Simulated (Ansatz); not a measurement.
`SC[SiH2]S` and `O[SiH2]C[SiH2]S` differ in one atom or group.

Ansatz, PBE0-D4/def2-TZVP geometries, multiplicity 1. Each molecule was computed in one conformer, which needn't be the lowest.

| property | `SC[SiH2]S` |
| --- | --- |
| LUMO energy (B3LYP/def2-TZVPP) / eV | -0.09 |
| HOMO energy (PBE0/def2-TZVPP) / eV | -6.90 |
| HOMO–LUMO gap (PBE0/def2-TZVPP) / eV | 7.07 |
| HOMO–LUMO gap (B3LYP/def2-TZVPP) / eV | 6.57 |
| HOMO energy (B3LYP/def2-TZVPP) / eV | -6.66 |
| HOMO energy (PBE/def2-TZVPP) / eV | -5.68 |

Task: What does the change do to each property? (Best estimate.)

Result: The calculation gave: 
```tsv
property	`O[SiH2]C[SiH2]S`	shift
LUMO energy (B3LYP/def2-TZVPP) / eV	-0.42	-0.33
HOMO energy (PBE0/def2-TZVPP) / eV	-7.37	-0.47
HOMO–LUMO gap (PBE0/def2-TZVPP) / eV	7.17	0.10
HOMO–LUMO gap (B3LYP/def2-TZVPP) / eV	6.71	0.14
HOMO energy (B3LYP/def2-TZVPP) / eV	-7.12	-0.46
HOMO energy (PBE/def2-TZVPP) / eV	-6.15	-0.47
```

With PBE0 the HOMO falls by 0.47 eV and the LUMO falls by 0.37 eV, so the gap widens by about 0.10 eV. PBE moves the HOMO by -0.47 eV and ωB97M-V by -0.46 eV.

B3LYP here is the variant with VWN-RPA as its local correlation; programs differ in this.
